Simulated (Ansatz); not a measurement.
```xyz
10

O     0.7445   -1.4459   -0.3635
C     0.2851   -0.2483    0.1479
O     1.2220    0.4739    0.8938
B    -1.1835   -0.0010    0.5326
C    -0.5744    0.6574   -0.7147
H     1.4016   -1.2456   -1.0420
H     1.4165   -0.0383    1.6861
H    -2.0845   -0.0874    1.2959
H    -0.8590    0.2118   -1.6665
H    -0.3684    1.7234   -0.7696
```

Total charge 0; spin multiplicity 1.

Q: List the PBE/def2-TZVPP orbital energies in eV (the Gaussian-basis code of Ansatz). (Best estimate.)

A: Ansatz gave: Occupied: -510.76, -510.61, -271.27, -268.67, -177.48, -26.86, -25.21, -19.54, -14.93, -13.96, -12.78, -11.15, -10.37, -10.06, -9.71, -8.24, -7.19, -6.51, -5.68. Lowest empty: -2.63, 0.11, 0.70, 1.22, 1.70, 1.83, 2.23, 3.11.
